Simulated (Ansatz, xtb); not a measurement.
**C4H3NO2S: which of two isomers lies lower**

Structure I: `O=Cc1cc(S)on1`, a singlet. Structure II: `O=CC1=NOC(=S)C1`, a singlet. Both are isolated molecules in the gas phase, relaxed with PBE0-D3(BJ)/def2-SVP; each stands in its lowest conformer found.

I (Å):

```xyz
11

C     0.3584   -3.1214   -0.4240
C     0.4910   -1.6500   -0.3850
C    -0.3788   -0.6772   -0.9465
C     0.2339    0.4949   -0.6040
N     1.5153   -1.1037    0.2280
O    -0.5565   -3.6811   -0.9688
O     1.3534    0.2356    0.0903
S    -0.0975    2.1873   -0.8558
H     1.1801   -3.6694    0.0954
H    -1.2949   -0.8466   -1.5037
H    -1.2331    1.9590   -1.5463
```

II (Å):

```yaml
atoms:
  - { symbol: C, position_ang: [0.6414, -0.3570, 2.3927] }
  - { symbol: C, position_ang: [0.7533, 0.5547, 1.2365] }
  - { symbol: C, position_ang: [0.4321, 2.0403, -0.4797] }
  - { symbol: C, position_ang: [-0.3338, 1.3532, 0.6158] }
  - { symbol: N, position_ang: [1.8863, 0.7219, 0.6572] }
  - { symbol: O, position_ang: [-0.4025, -0.5402, 2.9628] }
  - { symbol: O, position_ang: [1.7256, 1.6088, -0.3777] }
  - { symbol: S, position_ang: [-0.0397, 3.0878, -1.6085] }
  - { symbol: H, position_ang: [1.5955, -0.8533, 2.6864] }
  - { symbol: H, position_ang: [-1.1557, 0.7337, 0.2213] }
  - { symbol: H, position_ang: [-0.7958, 2.0718, 1.3123] }
```

Question: Estimate E(II) − E(I) at the level CCSD(T)/def2-SVP + ΔMP2/def2-TZVPP.

Answer: Calculated at CCSD(T)/def2-SVP + ΔMP2/def2-TZVPP: E(II) − E(I) = +6.1 kcal/mol, so structure I lies lower.

The same difference at several levels:

```csv
level,geometry,E(II) − E(I) (kcal/mol),departure from the last row (kcal/mol),"job, with rough time for the two"
GFN2-xTB,GFN2-xTB,+7.6,+1.5,"optimisation, 1 s"
HF/STO-3G,GFN2-xTB,+12.4,+6.3,"single point, 3.9 s"
r2SCAN-D4/def2-SVP,GFN2-xTB,+5.3,−0.8,"single point, 18 s"
PBE0-D3(BJ)/def2-SVP,PBE0-D3(BJ)/def2-SVP,+6.3,+0.2,"optimisation, 3.1 min"
HF/def2-SVP,PBE0-D3(BJ)/def2-SVP,+5.9,−0.3,part of the CCSD(T) run
MP2/def2-SVP,PBE0-D3(BJ)/def2-SVP,+8.7,+2.6,part of the CCSD(T) run
CCSD(T)/def2-SVP,PBE0-D3(BJ)/def2-SVP,+5.4,−0.7,single point
CCSD(T)/def2-SVP + ΔMP2/def2-TZVPP,PBE0-D3(BJ)/def2-SVP,+6.1,,"single point, 5.7 min"
```

As drawn, II has 2 C–C, 1 C=N, 1 N–O, 1 C–O, 1 C=S, 1 C–H in place of 2 C∷C, 1 C–S, 1 C∷O, 1 N∷O, 1 C∷N, 1 S–H (∷ is an aromatic bond). Structure I has a 5-membered ring (with an aromatic ring), II a 5-membered ring.

The levels shown agree on the order. The largest departure from CCSD(T)/def2-SVP + ΔMP2/def2-TZVPP is that of HF/STO-3G, 6.3 kcal/mol. The last row adds to CCSD(T) the change of the MP2 difference between the two basis sets, here +0.7 kcal/mol.

With thermal terms from frequencies at re-optimised GFN2-xTB minima (ideal gas, soft modes damped towards free rotors, one conformer each, 298.15 K, 1 atm): the zero-point term adds +1.3 kcal/mol; ΔH is +7.3 and ΔG +7.5 kcal/mol.

The correlated steps freeze 12 core orbitals. Codes used: Ansatz 0.2.0, xtb 6.7.1; the last row on 2 threads of AMD EPYC (Zen 3) on a shared host.
